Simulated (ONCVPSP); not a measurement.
What one change does to a pseudopotential (C, ONCV)

carbon (C), optimised norm-conserving Vanderbilt (ONCV), made with ONCVPSP 4.0.1 (PBEsol, scalar-relativistic). Core [He], reference 2s1 2p3. Waves: 2s: rc 1.25 bohr, ncon 4, nbas 7, qcut 5.6 1/bohr, 1 projector; 2p: rc 1.80 bohr, ncon 4, nbas 7, qcut 8.8 1/bohr, 2 projectors, debl 1.5 Ha. Local part: polynomial inside 0.80 bohr (lpopt 5, dvloc0 0 Ha). Core correction: none.

All-electron outer shells of the reference configuration (PBEsol, scalar-relativistic, ld1.x):

```
shell  level (eV)  outermost node (bohr)  outermost maximum (bohr)
   1s     -272.99                      –                      0.18
   2s      -14.11                   0.38                      1.22
   2p       -5.67                      –                      1.20
```

Change: all radii scaled by about 1.16 (s 1.46, p 2.08 bohr); local potential polynomial inside 0.92 bohr (lpopt 5, dvloc0 0 Ha).

Cutoffs: the cutoffs (Ha) at which the residual kinetic energy of the hardest occupied pseudo-wave falls to 1 and 0.1 mHa per electron; they do not see the model core or the augmentation charge, which bear on the density cutoff. Errors are all-electron minus pseudo energies relative to the spin-unpolarised reference configuration.

Problem. How do hardness, ghosts and transferability respond?

Solution. The potential gets softer (20 Ha and 66 Ha → 17 Ha and 34 Ha); of the 4 tests that both files solve, the error grows in 4 and shrinks in 0 by more than 15 % and 0.3 meV (median size 27.3 → 46.0 meV); neither file shows a bound ghost. A larger radius leaves more room for a smooth pseudo-wave, so fewer plane waves are needed. More of the atom is replaced by a form fitted at one configuration, so other configurations suffer.

| quantity | base | changed |
| --- | --- | --- |
| cutoff, loose | 20 Ha | 17 Ha |
| cutoff, tight | 66 Ha | 34 Ha |
| loose cutoff by channel | s 17 Ha, p 20 Ha | s 13 Ha, p 17 Ha |
| bound ghosts | none | none |
| GHOST(+) flags under 300 eV | none | none |
| error for 2s2 2p2, meV [ΔE -8.43 eV] | +4.5 | +7.4 |
| error for 2s2 2p1, meV [ΔE 2.36 eV] | +47 | +78 |
| error for 2s2 2p0, meV [ΔE 26.38 eV] | +253 | +386 |
| error for 2s1 2p2, meV [ΔE 11.08 eV] | +8.1 | +14 |
